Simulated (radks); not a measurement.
Task: The hydrogen anion H-, [He], held by a Watson sphere: a shell of charge +1 at radius R that stands for the Madelung well of a crystal (potential energy -1/R inside, -1/r outside, in hartree with lengths in bohr). Method: non-relativistic Kohn-Sham, r2SCAN, spin-polarised, spherical densities, point nucleus; meta-GGA in the generalised Kohn-Sham scheme; computed with a radial shooting solver on a logarithmic mesh with Libxc functionals.

R (bohr)  e(1s) (eV)  <r> 1s (bohr)  sum of <r^2> (bohr^2)  X-ray form factor at sin(theta)/lambda = 0.3 1/angstrom
1.69          -7.935          1.676                  7.415                                                    0.384
2.08          -6.968          1.809                  8.684                                                    0.331
2.22          -6.670          1.852                  9.126                                                    0.318
2.32          -6.470          1.881                  9.437                                                    0.310
2.51          -6.115          1.934                  10.02                                                    0.298
2.78          -5.664          2.003                  10.81                                                    0.286
2.86          -5.540          2.022                  11.04                                                    0.283

Estimate the row for R = 2.41 bohr.

Result: e(1s) (eV) -6.298; <r> 1s (bohr) 1.907; sum of <r^2> (bohr^2) 9.713; X-ray form factor at sin(theta)/lambda = 0.3 1/angstrom 0.304.
